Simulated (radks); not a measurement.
Q: The table gives one normalised radial function P(r) = r R(r) of H in 1s1 (r in bohr). Calculated with a radial shooting solver on a logarithmic mesh with Libxc functionals: scalar-relativistic Kohn-Sham, exchange-only LDA, spin-polarised, spherical densities, finite nucleus; open shells are filled with parallel spins first; Gaussian nuclear charge, rms radius 0.8783 fm.

r	P
0.07375	0.1321
0.07989	0.1423
0.08585	0.1520
0.093	0.1635
0.09995	0.1744
0.1083	0.1874
0.1173	0.2012
0.126	0.2143
0.1365	0.2297
0.1467	0.2443
0.159	0.2614
0.1722	0.2794
0.1851	0.2964
0.2005	0.3162
0.2154	0.3347
0.2334	0.3560
0.2528	0.3782
0.2717	0.3988
0.2943	0.4222
0.3163	0.4438
0.3426	0.4681
0.3712	0.4928
0.3989	0.5150
0.4321	0.5395
0.4643	0.5613
0.503	0.5849
0.5449	0.6075
0.5856	0.6268
0.6344	0.6467
0.6872	0.6646
0.7385	0.6787
0.8	0.6918
0.8597	0.7008
0.9314	0.7075
1.009	0.7103
1.084	0.7092
1.175	0.7036
1.262	0.6947
1.367	0.6801
1.481	0.6606
1.592	0.6389
1.724	0.6105
1.853	0.5811
2.007	0.5448
2.175	0.5051
2.337	0.4671
2.532	0.4231
2.721	0.3825
2.947	0.3373
3.193	0.2927
3.431	0.2540
3.717	0.2133
3.994	0.1793
4.327	0.1449
4.687	0.1146
5.037	0.0910
5.457	0.0687
5.864	0.0521
6.353	0.0374

Which n and l does it have? It may be an empty orbital.

A: n = 1, l = 0: the number of nodes gives n - l - 1 = 0, the rise at small r (about r^(l+1)) gives l, and the extent must fit the shell. The curve is that of 1s up; the table hardly tells the two spins apart. 1s up: eigenvalue -6.719 eV, 0 radial nodes, <r> = 1.60 bohr, 90 % of the charge inside 2.89 bohr.
